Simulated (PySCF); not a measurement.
C3H8GeSi, SMILES C#C[CH2][GeH2][SiH3].

The structure is a stationary point at r2SCAN-D4/def2-SVP. The structure was generated by enumeration, and PubChem lists no compound with its InChIKey, so it may never have been made. The values are those of a single conformer.

Level of theory: ωB97X/def2-TZVP in PySCF.

Gas-phase values at a fixed geometry.

```
Property                                                                                                        Result
---------------------------------------------------------------------------------------------  -----------------------
total energy                                                                                       -2485.61037 hartree
highest occupied level                                                                                        -9.65 eV
lowest empty level                                                                                             2.07 eV
orbital gap                                                                                                   11.72 eV
dipole moment                                                                                                   0.56 D
quadrupole, principal values (traceless, Buckingham form, about the centre of nuclear charge)   -2.83, -2.10, 4.93 D·Å
mean static polarisability                                                                       93.0 bohr³ (13.78 Å³)
polarisability, principal values                                                               76.0, 95.2, 107.8 bohr³
```
